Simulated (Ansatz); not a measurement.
Start from `C/C=C\[NH][AlH2]` and change one atom or group to get `C/C=C\[S][AlH2]`.

Ansatz, PBE0-D4/def2-TZVP geometries, multiplicity 1. Each molecule was computed in one conformer, which needn't be the lowest.

```json
{"property": "LUMO energy (PBE0/def2-TZVPP) / eV", "`C/C=C\\[NH][AlH2]`": "-1.04"}
{"property": "HOMO–LUMO gap (B3LYP/def2-TZVPP) / eV", "`C/C=C\\[NH][AlH2]`": "4.46"}
{"property": "size of the dipole moment (B3LYP/def2-TZVPP) / D", "`C/C=C\\[NH][AlH2]`": "0.59"}
{"property": "LUMO energy (B3LYP/def2-TZVPP) / eV", "`C/C=C\\[NH][AlH2]`": "-1.24"}
{"property": "size of the dipole moment (ωB97M-V/def2-TZVPP) / D", "`C/C=C\\[NH][AlH2]`": "0.59"}
{"property": "HOMO energy (PBE0/def2-TZVPP) / eV", "`C/C=C\\[NH][AlH2]`": "-5.89"}
```

Q: What does the change do to each property? (Best estimate.)

A: Ansatz gave: 
```csv
property,`C/C=C\[S][AlH2]`,shift
LUMO energy (PBE0/def2-TZVPP) / eV,-1.17,-0.13
HOMO–LUMO gap (B3LYP/def2-TZVPP) / eV,5.26,0.80
size of the dipole moment (B3LYP/def2-TZVPP) / D,2.43,1.84
LUMO energy (B3LYP/def2-TZVPP) / eV,-1.34,-0.10
size of the dipole moment (ωB97M-V/def2-TZVPP) / D,2.47,1.88
HOMO energy (PBE0/def2-TZVPP) / eV,-6.86,-0.97
```

With PBE0 the HOMO falls by 0.97 eV and the LUMO falls by 0.13 eV, so the gap widens by about 0.84 eV. PBE moves the HOMO by -0.78 eV and ωB97M-V by -1.00 eV. Dipoles are sizes alone; their direction can turn.

B3LYP here is the variant with VWN-RPA as its local correlation; programs differ in this.
